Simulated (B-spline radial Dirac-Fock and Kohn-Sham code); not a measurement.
# Ionisation of each subshell: Nd⁴⁺

System: Nd⁴⁺ in the configuration 1s2 2s2 2p6 3s2 3p6 3d10 4s2 4p6 4d10 4f2 5s2 5p6; nuclear rms radius 4.9123 fm (A = 142).

Input of the calculation (task.json; shells as n, l, electrons):

```json
{"items": [{
  "Z": 60,
  "q": 4,
  "cfg": [[1, 0, 2], [2, 0, 2], [2, 1, 6], [3, 0, 2], [3, 1, 6], [3, 2, 10], [4, 0, 2], [4, 1, 6], [4, 2, 10], [4, 3, 2], [5, 0, 2], [5, 1, 6]],
  "A": 142,
  "rrms": 4.9123,
  "do": ["binding"]
}]}
```

Launch: `python xray_run.py task.json out`

Method: multi-electron Dirac-Fock with separately optimised hole states, Breit and Lamb-shift corrections added in first order. Computed with a radial finite-basis atomic code. Correlation energy is missing from these numbers. Energies are counted from the vacuum level.

All terms are in eV, carry their sign (relaxation lowers the binding energy) and add up to the binding energy; ⟨r⟩ is the mean radius of the orbital in the initial state.

| subshell | −ε (Koopmans) | relaxation | Gaunt | retardation | self-energy | vacuum polarisation | binding energy | ⟨r⟩ (bohr) |
| --- | --- | --- | --- | --- | --- | --- | --- | --- |
| K | 43872.9 | -71.05 | -125.89 | 10.71 | -70.02 | 10.78 | 43627.4 | 0.024 |
| L1 | 7251.7 | -38.16 | -12.44 | 0.80 | -9.15 | 1.31 | 7194.1 | 0.100 |
| L2 | 6845.3 | -42.11 | -21.88 | 2.43 | 0.41 | 0.00 | 6784.1 | 0.084 |
| L3 | 6323.7 | -40.27 | -15.55 | 3.02 | -0.41 | -0.06 | 6270.5 | 0.091 |
| M1 | 1664.2 | -17.24 | -1.92 | 0.08 | -1.96 | 0.27 | 1643.4 | 0.265 |
| M2 | 1490.1 | -17.93 | -3.61 | 0.36 | 0.08 | 0.00 | 1469.0 | 0.255 |
| M3 | 1383.7 | -17.15 | -2.38 | 0.50 | -0.08 | -0.02 | 1364.5 | 0.267 |
| M4 | 1084.2 | -19.11 | -1.26 | 0.08 | 0.18 | -0.02 | 1064.1 | 0.239 |
| M5 | 1061.5 | -18.80 | -0.72 | 0.09 | 0.12 | -0.02 | 1042.2 | 0.243 |
| N1 | 394.2 | -5.96 | -0.33 | 0.01 | -0.44 | 0.06 | 387.6 | 0.604 |
| N2 | 326.0 | -5.77 | -0.66 | 0.07 | 0.03 | 0.00 | 319.7 | 0.621 |
| N3 | 302.4 | -5.40 | -0.39 | 0.10 | 0.00 | -0.01 | 296.7 | 0.646 |
| N4 | 188.0 | -5.01 | -0.10 | 0.00 | 0.05 | 0.00 | 183.0 | 0.693 |
| N5 | 183.8 | -4.88 | 0.00 | 0.00 | 0.03 | 0.00 | 178.9 | 0.703 |
| N6,7 | 60.68 | -3.35 | 0.16 | -0.02 | 0.03 | 0.00 | 57.48 | 0.881 |
| O1 | 94.04 | -0.75 | -0.05 | 0.00 | -0.08 | 0.01 | 93.17 | 1.416 |
| O2 | 71.63 | -0.68 | -0.09 | 0.01 | 0.01 | 0.00 | 70.87 | 1.545 |
| O3 | 67.67 | -0.60 | -0.05 | 0.01 | 0.00 | 0.00 | 67.03 | 1.609 |

For the deepest level, K (1s), the Breit terms make up -0.264 % of the binding energy, QED -0.136 % and orbital relaxation -0.163 %.

Spin-orbit splittings: 2p 513.7 eV, 3p 104.4 eV, 3d 21.88 eV, 4p 22.93 eV, 4d 4.04 eV, 5p 3.84 eV.

Going to the tabulated ground configuration of the next ion removes an electron from O3 (5p3/2), computed at 67.03 eV. NIST lists 60 ± 0.3 eV as the ionisation energy of this species (semi-empirical), -7.03 eV from the computed value. Where a p, d or f shell is open in either ion the computed value averages over both j values and all terms, while the table refers to the lowest levels; that difference holds spin-orbit splitting (largest in heavy or highly charged ions), term energies where several electrons share open shells, and correlation, and it can reach 10 % or more.
